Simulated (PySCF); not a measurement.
Simulation results for AlBH2N

Computed with PySCF 2.14.0. Calculation on a computer-drawn molecule: the log of a Hartree-Fock and frozen-core CCSD(T) single point meant for a local Hartree-Fock minimum, with one planted fault or none, to be diagnosed. Offsets are logged minus clean, where the clean run is the same molecule without the fault. The reference is restricted for singlets and unrestricted otherwise, and also for a bond in bohr or an excited solution. Adding or removing an electron swaps singlet and doublet. The excited solution moves the top pair (singlet) or top alpha electron (doublet) to the lowest empty orbital. Highest occupied and lowest empty are orbital energies over both spins, largest force is the largest gradient component, triples share is (T) over the correlation energy, the T1 limit is 0.02 restricted and 0.045 unrestricted, electrons count all cores, a negative frequency is imaginary (commonest isotopes), and the dipole is about the centre of nuclear charge.

```xyz
5
formula=AlBH2N meant_charge=1 meant_multiplicity=1 meant_basis=cc-pV(D+d)Z logged_electrons=26 logged_basis_functions=61 logged_SCF_converged=yes logged_spin_squared=1.0271 logged_highest_occupied=-15.183 logged_lowest_empty=-5.4224 logged_largest_force=0.043464 logged_T1_diagnostic=0.020533 logged_D1_diagnostic=0.053222 logged_triples_share=0.027948 logged_CC_converged=yes logged_dipole_magnitude=3.2098 logged_SCF_stable_within_its_kind=yes logged_energy_HF=-321.8557 logged_energy_CCSD(T)=-322.12497 possible_faults=no_fault,one_electron_removed,one_electron_added,multiplicity_raised_by_two,geometry_at_a_saddle_point,SCF_held_on_an_excited_solution,minimal_basis_STO-3G,one_bond_length_entered_in_bohr,all_coordinates_scaled
B     -1.8637    -2.0399    -0.7602
N     -1.2790    -0.9461    -1.0297
Al     0.1838     1.7901    -1.7040
H     -2.4026    -3.0476    -0.5121
H      0.8915     3.1138    -2.0304
```

Units: logged_highest_occupied, logged_lowest_empty in eV; logged_largest_force in hartree/bohr; logged_dipole_magnitude in debye; logged_energy_HF, logged_energy_CCSD(T) in hartree.

Drawn bonds:
| atom | other atom | order |
| --- | --- | --- |
| 1 | 2 | 2 |
| 2 | 3 | 1 |
| 1 | 4 | 1 |
| 3 | 5 | 1 |

Questions
1. Which fault was planted in the run of AlBH2N?

Calculated values
1. one bond length entered in bohr, row 2 of the drawn bonds

Further results for AlBH2N:

* HF energy offset from clean run: 96.04 kcal/mol
* CCSD(T) energy offset from clean run: 116.8 kcal/mol
